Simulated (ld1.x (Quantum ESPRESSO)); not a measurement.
**What the settings do to the TM potential of xenon (Xe)**

Base potential:

ld1.x (Quantum ESPRESSO) 7.5 input, shortened:

```
&input
   title='Xe', zed=54., rel=1, dft='PBE', iswitch=3,
   config='[Kr] 4d10 5s2 5p5'
 /
 &inputp
   pseudotype=2, tm=.true., lloc=0,
   nlcc=.true.
 /
3
5P  2  1   5.00   0.00  1.65  1.65  0.0
4D  3  2  10.00   0.00  1.20  1.20  0.0
5S  1  0   2.00   0.00  1.60  1.60  0.0
 &test
   configts(1)='4d10 5s2 5p5'
 /
```

Cutoffs, loose and tight: the cutoffs (Ry, on a coarse ladder) from which the occupation-weighted sum of valence levels, in a spherical-Bessel basis at the reference potential, stays within 10 and 1 mRy of its value at 400 Ry. They do not see the model core or the augmentation charge, which bear on the density cutoff. Test errors are all-electron minus pseudo excitation energies from the reference, over the configurations 4d10 5s2 5p6; 4d10 5s2 5p4; 4d10 5s2 5p3; 4d10 5s1 5p6; 4d9 5s2 5p6; 4d10 5s2 5p5.5; 4d10 5s2 5p2. A dash means not determined; rows that change the core or the reference have their own tests. The largest error is taken over the tests solved by every variant that gives reliable tests at all: 4d10 5s1 5p6; 4d10 5s2 5p2; 4d10 5s2 5p3; 4d10 5s2 5p4; 4d10 5s2 5p5.5; 4d10 5s2 5p6.

A true bound ghost makes a file unfit for plane-wave use even where its test errors are small: the radial tests pick states by their node count and pass the ghost by.

| change | outcome | cutoff, loose | cutoff, tight | bound ghosts | largest test error (meV) |
| --- | --- | --- | --- | --- | --- |
| base | generated | 140 Ry | 200 Ry | none | +20 |
| all radii but the core radius scaled by about 0.76 (s 1.22, p 1.26, d 0.92 bohr) | generated | 200 Ry | 300 Ry | p | -14 |
| all radii but the core radius scaled by about 0.87 (s 1.40, p 1.44, d 1.04 bohr) | generated | 140 Ry | 230 Ry | p | +18 |
| all radii but the core radius scaled by about 1.03 (s 1.66, p 1.70, d 1.24 bohr) | generated | 120 Ry | 200 Ry | none | +19 |
| all radii but the core radius scaled by about 1.14 (s 1.82, p 1.88, d 1.36 bohr) | generated | 120 Ry | 200 Ry | none | +23 |
| all radii but the core radius scaled by about 1.23 (s 1.96, p 2.04, d 1.48 bohr) | generated | 110 Ry | 180 Ry | none | +27 |
| all radii but the core radius scaled by about 1.40 (s 2.24, p 2.30, d 1.68 bohr) | generated | 100 Ry | 160 Ry | none | +49 |

Reading the sweep of the scale of all radii but the core radius (base = 1) (base included, trends over the rows without a ghost): The loose cutoff falls from 140 Ry at 1 to 100 Ry at 1.4. A larger radius leaves more room for a smooth pseudo-wave, so fewer plane waves are needed; a smaller one forces it to follow the all-electron wave where it bends sharply. The median size of the test errors (rows with all tests solved) is not monotonic: lowest 4.0 meV at 1.03, highest 16.0 meV at 1.4. Bound ghosts are found at 0.76, 0.87.
